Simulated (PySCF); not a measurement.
**Mass spectrum arithmetic for Hf(OH)4**

Species: `[OH][Hf]([OH])([OH])[OH]` (Hf(OH)4).

Calculated from isotope tables alone.

**Question.** What are the average molar mass and the monoisotopic mass?

**Answer.** For H4HfO4, with standard atomic weights, 1 × 178.490 + 4 × 15.999 + 4 × 1.008 = 246.518 g/mol. From the most abundant isotopes (180Hf, 16O, 1H), 1 × 179.946550 + 4 × 15.994915 + 4 × 1.007825 = 247.9575 u.

**Question.** Give the isotope pattern of the molecular ion M+•, merging species of the same nominal mass.

**Answer.** 
```csv
nominal mass,m/z (centroid),relative intensity
242,241.9505,0.5
244,243.9518,14.9
245,244.9536,52.7
246,245.9541,77.4
247,246.9563,39.1
248,247.9570,100.0
249,248.9609,0.5
250,249.9612,0.8
```

Lines under 0.1 % of the tallest are left out. One electron mass, 0.00055 u, is taken off. Abundances used (%; other tables differ somewhat): 174Hf 0.16, 176Hf 5.26, 177Hf 18.6, 178Hf 27.28, 179Hf 13.62, 180Hf 35.08; 16O 99.757, 17O 0.038, 18O 0.205; 1H 99.9885, 2H 0.0115.

**Question.** What resolving power m/Δm just matches the spacing of the species with one 17O and with one 2H?

**Answer.** They lie 0.00206 u apart at mass 248.96, so m/Δm is about 120000.

**Question.** List the species in which a single atom is changed from its most abundant isotope.

**Answer.** Intensity in % of the monoisotopic species:

```
isotope  mass shift (u)       m/z  intensity (%)
  174Hf        -6.00650  241.9505           0.46
  176Hf        -4.00514  243.9518          14.99
  177Hf        -3.00333  244.9536          53.02
  178Hf        -2.00285  245.9541          77.77
  179Hf        -1.00073  246.9562          38.83
    17O        +1.00422  248.9612           0.15
     2H        +1.00628  248.9632           0.05
    18O        +2.00425  249.9612           0.82
```

Species under 0.02 % are left out.

**Question.** Give the mass fraction of each element.

**Answer.** Hf 72.40 %, O 25.96 %, H 1.64 %.

**Question.** Count the protons, neutrons and electrons of the monoisotopic species, and give its exact less its nominal mass.

**Answer.** 108 protons, 140 neutrons and 108 electrons; 247.9575 − 248 = -0.0425 u.

**Question.** What share of all molecules is the monoisotopic species?

**Answer.** 0.3508 × 0.99757^4 × 0.999885^4 = 34.72 %.
